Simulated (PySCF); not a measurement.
PySCF 2.14 output of an unrestricted wB97X calculation on a single atom or ion in def2-TZVPPD with the def2 core potential (60 electrons), with scalar relativity through the core potential:

```
SCF conv_tol = 1e-09
number electrons alpha = 10  beta = 6
    J.-D. Chai and M. Head-Gordon.,  J. Chem. Phys. 128, 084106 (2008)
cycle= 1 E= -103.917246054695  delta_E= -0.00568  |g|= 0.0154  |ddm|= 0.308
cycle= 2 E= -103.917432411015  delta_E= -0.000186  |g|= 0.00559  |ddm|= 0.0551
cycle= 3 E= -103.917452266099  delta_E= -1.99e-05  |g|= 0.00204  |ddm|= 0.0229
cycle= 4 E= -103.917455784334  delta_E= -3.52e-06  |g|= 0.000312  |ddm|= 0.00851
cycle= 5 E= -103.917455972074  delta_E= -1.88e-07  |g|= 2.04e-05  |ddm|= 0.00301
cycle= 6 E= -103.917455972507  delta_E= -4.33e-10  |g|= 2.68e-06  |ddm|= 3.97e-05
converged SCF energy = -103.917455972507  <S^2> = 6.0022573  2S+1 = 5.0009028
```

The run itself started from symmetry-adapted Hartree-Fock orbitals and held the occupation by maximum overlap, on a logarithmic radial grid, so the iterations belong to that start.

Task: Which element, charge and spin multiplicity is this?

Result: Ir⁺ (iridium, charge +1), multiplicity 5; the state was [Xe] 4f14 5d7 6s1, high-spin 5F determinant.

Energies and moments cover only the electrons outside the core potential. Spin-orbit coupling, absent here, splits the open shell strongly.
